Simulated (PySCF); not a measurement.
## Which determinant of GeC lies lowest?

Unrestricted PBE0; PySCF, no relativity, basis sets Ge pcseg-1, C pcseg-1. Outer shells of the fragments: Ge 3d10 4s2 4p2; C 2s2 2p2.

Followed along the bond (rough minima from three points):

```
2Ms+1  unpaired  ⟨S²⟩ at the start  R at minimum (Å)  Te (eV)
    3  σ ↑, π ↑               2.11              1.81     0.00
    3      π ↑↑               2.00              1.90     0.23
    1  σ ↑, π ↓               1.02              1.80     0.30
    1      π ↑↓               1.00              1.91     0.50
    1      none               0.00              1.92     1.28
```

Solutions found at the starting distance of 1.870 Å, counted from the lowest of them; the search is not exhaustive and high or unbound solutions are not listed, so other states can lie among these:

| 2Ms+1 | unpaired | term | E (eV) | ⟨S²⟩ | ⟨Lz²⟩ | μ (D) |
| --- | --- | --- | --- | --- | --- | --- |
| 3 | σ ↑, π ↑ | ³Π | 0.00 | 2.11 | 1.00 | -2.04 |
| 3 | π ↑↑ | ³Σ⁻ | 0.20 | 2.00 | 0.00 | -2.55 |
| 1 | σ ↑, π ↓ | mixed | 0.32 | 1.02 | 1.02 | -2.25 |
| 1 | π ↑↓ | mixed | 0.48 | 1.00 | 2.01 | -2.47 |
| 1 | none | mixed | 1.28 | 0.00 | 2.00 | -2.23 |
| 1 | none | ¹Σ⁺ | 1.58 | 0.00 | 0.00 | -2.71 |

A term symbol is given only where ⟨S²⟩ and ⟨Lz²⟩ are close to those of a pure state; real π, δ and φ orbitals otherwise mix terms. A positive dipole means Ge(−)C(+).

Spin–orbit coupling is left out.
